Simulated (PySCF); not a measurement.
## TDDFT excited states: C5H6FNO

Compound: C₅H₆FNO.
SMILES with atom numbers: `[CH:1]#[C:2][C@H:3]([F:4])[C:5](=[O:6])[NH:7][CH3:8]` (hydrogens: H9 on C1; H10 on C3; H11 on N7; H12, H13, H14 on C8)

Computed with TDDFT PBE0/def2-SVPD, vertical, gas phase, core orbitals frozen in the response (PySCF). Geometry: GFN2-xTB, one conformer, isolated molecule. Torsions of this conformer, `[CH:1]#[C:2][C@H:3]([F:4])[C:5](=[O:6])[NH:7][CH3:8]`: C2–C3–C5–O6 -84°, C3–C5–N7–C8 180°.

Task: List the vertical singlet excitations with oscillator strengths and describe the spectrum.

Result: 

| state | E (eV) | E (hartree) | f | \|μ\| (D) | main configurations (H = HOMO, L = LUMO) |
| --- | --- | --- | --- | --- | --- |
| S1 | 5.54 | 0.2036 | 0.0051 | 0.49 | H→L (84%) |
| S2 | 6.13 | 0.2254 | 0.0038 | 0.40 | H-2→L (39%), H→L+1 (35%) |
| S3 | 6.37 | 0.2341 | 0.021 | 0.92 | H-1→L (76%), H→L+1 (15%) |
| S4 | 6.65 | 0.2444 | 0.0068 | 0.52 | H-2→L (36%), H-3→L (20%), H→L+1 (16%) |
| S5 | 6.96 | 0.2559 | 0.023 | 0.94 | H-3→L+1 (20%), H-3→L (16%), H-2→L+1 (15%) |
| S6 | 6.98 | 0.2564 | 0.020 | 0.88 | H-1→L+1 (30%), H-3→L (13%), H-2→L (11%) |

Triplets, Tamm–Dancoff:

```json
{"state": "T1", "E (eV)": "5.04", "λ (nm)": "246.1", "main configurations (H = HOMO, L = LUMO)": "H→L (60%), H→L+1 (12%), H-3→L (11%)"}
{"state": "T2", "E (eV)": "5.13", "λ (nm)": "241.5", "main configurations (H = HOMO, L = LUMO)": "H-1→L (54%), H-1→L+1 (16%), H-1→L+4 (9%)"}
```

The lowest singlet lies at 5.54 eV (224 nm, ultraviolet) and is weak; its leading configuration is HOMO→LUMO (84%). The strongest level in the table is S5 at 6.96 eV (178 nm, f = 0.023). Löwdin shares by element: HOMO oxygen 51%, carbon 28% or more (atoms not listed hold the other 22%); LUMO carbon 66% or more (atoms not listed hold the other 34%). Weighted by f, the mean energy of these states is 6.66 eV. Orbital energies (eV): HOMO-3 -8.77, HOMO-2 -8.74, HOMO-1 -7.78, HOMO -7.70, LUMO -0.41, LUMO+1 0.20, LUMO+2 0.59. Of the 6 states listed, 3 reach f = 0.01 and none stays under 0.0005. No computed singlet lies in the visible range (380 to 750 nm); the lowest, at 224 nm, stands 2.28 eV above its violet end (3.26 eV). Only the lowest 6 singlets were computed, as vertical energies without vibronic structure.
